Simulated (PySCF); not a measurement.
Excitations are Tamm–Dancoff values on a coarser integration grid. The basis has no diffuse functions, so Rydberg states are missing or too high.

Cartesian coordinates (Å):
```xyz
4

Br    -1.6402    -0.9689    -0.0905
B      0.0000     0.0000     0.0001
Br    -0.0177     1.9070    -0.0016
Br     1.6579    -0.9381     0.0919
```
Charge 0, multiplicity 1.

Task: Estimate the S1–T1 gap (TDA), S1 excitation (TDA), total energy, LUMO and brightest of the four lowest singlets (TDA) that ωB97X-D3(BJ)/def2-TZVP // B3LYP-D3(BJ)/def2-TZVP run with PySCF returns for this input.

Result: 
The S1–T1 gap (TDA) is 0.14 eV, the S1 excitation (TDA) comes out as 5.15 eV and the total energy comes out as -210811.80 eV. The LUMO comes out as -0.04 eV. The brightest of the four lowest singlets (TDA) comes out as 6.36 eV.
